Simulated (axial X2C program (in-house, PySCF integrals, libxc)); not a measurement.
Nuclear properties of TiGe

Computed with an axial X2C code built on PySCF integrals: two-component X2C with atomic mean-field Coulomb and Gaunt terms, Gaussian nuclei, basis Ge dyall-cv3z, Ti dyall-cv3z with contracted cores.

R = 2.475 Å (near the PBE0 minimum at charge 0 of the determinant lowest at the starting distance; the state shown can have its own minimum elsewhere).

Determinant lowest in the PBE0 search, Ω = 4 (⟨Sz⟩ = 2.00, ⟨Lz⟩ = 2.00 at PBE0), spin on the atoms Ge 0.60, Ti 1.40:

```json
{"level": "PBE0", "Eeff magnitude (GV/cm)": "0.0415", "Ws magnitude Ge (kHz)": "0.0185", "Ws magnitude Ti (kHz)": "0.00454", "A∥/gI Ge (MHz)": "-78.8", "qzz Ge (a.u.)": "-2.43", "A∥/gI Ti (MHz)": "124", "qzz Ti (a.u.)": "-0.13", "μ (D)": "3.56"}
{"level": "LDA", "Eeff magnitude (GV/cm)": "0.205", "Ws magnitude Ge (kHz)": "0.0011", "Ws magnitude Ti (kHz)": "0.0106", "A∥/gI Ge (MHz)": "-53", "qzz Ge (a.u.)": "-3.44", "A∥/gI Ti (MHz)": "150", "qzz Ti (a.u.)": "-0.29", "μ (D)": "2.50"}
{"level": "PBE50", "Eeff magnitude (GV/cm)": "0.196", "Ws magnitude Ge (kHz)": "0.0283", "Ws magnitude Ti (kHz)": "0.000789", "A∥/gI Ge (MHz)": "-85.9", "qzz Ge (a.u.)": "-1.64", "A∥/gI Ti (MHz)": "103", "qzz Ti (a.u.)": "-0.02", "μ (D)": "4.31"}
{"level": "PBE", "Eeff magnitude (GV/cm)": "0.137", "Ws magnitude Ge (kHz)": "0.00445", "Ws magnitude Ti (kHz)": "0.00902", "A∥/gI Ge (MHz)": "-63", "qzz Ge (a.u.)": "-3.19", "A∥/gI Ti (MHz)": "141", "qzz Ti (a.u.)": "-0.28", "μ (D)": "2.71"}
```

Eeff is the effective electric field on the electron electric dipole moment in this Ω state and Ws the scalar–pseudoscalar constant of the nucleus named (defined with the proton number Z and per Ω); A∥ (defined per Ω) follows by multiplying with gI = μI/(I μN); qzz is the electric field gradient, eQq0 = 234.96 MHz × Q/barn × qzz; μ is positive if the Ti end (last atom) is positive. The operators were transformed with the bare-nucleus X2C matrices; with these basis sets, hyperfine constants and field gradients can be off by tens of per cent, and where levels differ in sign neither size nor sign is settled.

(1) With gI(73Ge) = -0.1954, gI(47Ti) = -0.3154 (g factors from the IAEA table of nuclear moments by Stone), turn the PBE0 values of the first state into constants in MHz.

Each state is one determinant with collinear spin, which with several unpaired electrons need not be a pure state. In the state Ω = 4 the sign of Eeff differs between levels (LDA, PBE against PBE0). With several open shells hyperfine constants can be off by a factor of several. Where Eeff spreads by more than a factor of two the levels disagree and none is to be relied on. Open-shell Ω = 0 determinants with evenly filled partner blocks cannot be reached by this program, so the Ω shown need not be the lowest component. Left out as unconverged or as another state under the same occupation: HF in at least one table. The search compared states at one distance, so a state with another bond length can lie lower. The sign of Ws at Ge differs between levels in the first state. The sign of Ws at Ti differs between levels in the first state. Further determinants of the search, some of them spin-mixed, are not shown. Where a field gradient or hyperfine factor spreads by more than a factor of two over the levels, a constant derived from it is not to be relied on.

## Answers

(1) A∥(73Ge) = -78.8 × -0.1954 = 15.4 MHz; A∥(47Ti) = 124 × -0.3154 = -39.1 MHz.
